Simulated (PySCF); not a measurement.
Ga(H)(SeH)2 (GaH3Se2), SMILES [SeH][GaH][SeH].

Geometry optimised at B3LYP-D3(BJ)/def2-SVP. The structure was generated by enumeration; whether it is a known compound was not checked. Other conformers were not sampled.

Level of theory: PySCF with ωB97X/def2-TZVPD.

Symmetry labels are those of the subgroup C2v that the program uses (full group C2v).

Problem. List the valence orbital energies around the gap with their symmetry. (The exact figures need the calculation; the answer reports its results.)

Solution. 
```tsv
orbital	symmetry	energy (eV)
HOMO−7	B2	-22.22
HOMO−6	A1	-15.42
HOMO−5	B2	-13.41
HOMO−4	A1	-13.08
HOMO−3	A1	-11.28
HOMO−2	B2	-10.40
HOMO−1	B1	-10.09
HOMO	A2	-9.40
LUMO	B1	0.39
LUMO+1	A1	0.75
LUMO+2	A1	1.08
LUMO+3	B2	1.39
```
